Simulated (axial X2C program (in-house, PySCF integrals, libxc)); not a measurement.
Bond lengths and stretching modes, held linear, of ZrNC⁻

Computed with an axial X2C code built on PySCF integrals: two-component X2C with atomic mean-field Coulomb and Gaunt terms, Gaussian nuclei, basis Zr dyall-v3z, N dyall-av3z, C dyall-v3z with contracted cores. Spin-free rows use the one-electron spin-free X2C Hamiltonian.

Masses Zr 89.905, N 14.003, C 12.000 u. States: 2c Ω = 2 (beyond evenly filled blocks: ω = 1/2, ω = 3/2); spin-free M_S = 1, Λ = 0 (beyond evenly filled blocks: δ+α, δ-α).

MP2, spin-free: energies above the lowest point

```csv
r(Zr–N) (Å),r(N–C) (Å),E (meV)
2.0875,1.1476,154.46
2.0875,1.1770,71.10
2.0875,1.2064,77.53
2.1410,1.1476,98.87
2.1410,1.1770,17.03
2.1410,1.2064,24.74
2.1410,1.2359,106.33
2.1945,1.1476,80.59
2.1945,1.1770,0.00
2.1945,1.2064,8.84
2.2481,1.1770,12.13
2.2481,1.2359,105.07
```

Question: Fit a quadratic surface with cubic terms in each bond: where is the minimum, and what are the two stretching wavenumbers?

Answer: At MP2, spin-free: bonds 2.196 and 1.188 Å; harmonic stretches 365.2 and 2029.5 cm⁻¹; force constants 1.61, 15.4 and coupling 0.11 mdyn/Å.

The other levels and Hamiltonians give:

| Hamiltonian | level | r(Zr–N) (Å) | r(N–C) (Å) | lower stretch (cm⁻¹) | upper stretch (cm⁻¹) |
| --- | --- | --- | --- | --- | --- |
| 2c | PBE0 | 2.138 | 1.176 | 367.5 | 2082.3 |
| 2c | HF | 2.258 | 1.151 | 314.5 | 2268.4 |
| 2c | LDA | 2.059 | 1.186 | 403.8 | 1980.3 |
| spin-free | PBE0 | 2.177 | 1.172 | 372.3 | 2149.8 |
| spin-free | HF | 2.241 | 1.152 | 346.6 | 2297.4 |
| spin-free | LDA | 2.117 | 1.177 | 402.7 | 2097.5 |

Each state is one determinant, the lowest of a limited PBE0 search; the stretches come from a fit to these few points and carry an uncertainty of a few per cent. Other orders of the atoms were not compared. Left out for rough or failed fits: MP2 2c. The levels spread by more than a fifth, so the stretches depend strongly on the method. MP2 freezes inner shells (threshold -2 hartree). For an anion the highest level of a functional can be positive, and the basis then holds the extra electron. The molecule was held linear; bending was not examined, so a bent shape may lie lower. Open-shell Ω = 0 determinants with evenly filled partner blocks cannot be reached by this program, so the Ω shown need not be the lowest component. Note: several unpaired electrons, one determinant need not be a pure state.
